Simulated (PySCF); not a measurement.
# From computed data to an observable: oscillator strength and radiative lifetime

C2H8AsB, SMILES CB(C)[AsH2].

The structure is a stationary point at PBE0-D3(BJ)/def2-SVP. This is a generated structure with no PubChem entry under its InChIKey; it may be hypothetical.

PySCF with TDDFT-PBE/def2-SVPD puts the first singlet state with f over 0.02 at 4.39 eV (vertical), with the transition dipole (0.504, 0.390, -0.144) in atomic units.

Find the oscillator strength, the wavelength and the radiative lifetime that this transition would have in vacuum if emission retraced absorption.


|μ|² = 0.4269 au, so |μ| = 1.66 D. ΔE = 4.39/27.211 = 0.1613 hartree. f = (2/3) ΔE |μ|² = 0.046 (the program prints 0.046).
λ = 1239.84/4.39 = 282 nm; ν = 35408 cm⁻¹.
Einstein's coefficient A = 0.6670 ν² f s⁻¹ (ν in cm⁻¹) = 3.8e7 s⁻¹, so τ = 1/A = 26 ns. This state is S1. The figure is the radiative limit of this one transition; relaxation, internal conversion, crossing to triplets and a medium change what is measured.
